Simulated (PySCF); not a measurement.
How methods differ on the ionisation energy of Mo(29+)

Mo(29+) [Ne] 3s2 3p1 (2P) → Mo(30+) [Ne] 3s2 (1S), as a difference of total energies. Computed with PySCF 2.14 in an uncontracted even-tempered set (16 s from 3.6 bohr⁻², ratio 2.5; 10 p from 4.7 bohr⁻², ratio 2.5; 5 d from 20 bohr⁻², ratio 2.7; 4 f from 30 bohr⁻², ratio 2.7), with no relativity, point nucleus. Correlated levels: outer shells: 1s2 frozen; virtual orbitals above 40 to 60 times the deepest correlated orbital energy dropped. The calculations carry no spin-orbit coupling.

```csv
method,ionisation energy (eV)
UHF,1568.5
MP2 (outer shells),1568.9
SCS-MP2 (outer shells),1568.8
CCSD (outer shells),1568.8
CCSD(T) (outer shells),1568.8
```

A first-order spin-orbit estimate (lowest level to lowest level, LS coupling) adds 14.402 eV.

All relativistic terms are absent from these numbers, so their closeness to the reference says little about the methods.

For comparison: 1587 ± 8 eV (semi-empirical (NIST evaluation); NIST Atomic Spectra Database, ionization energies).
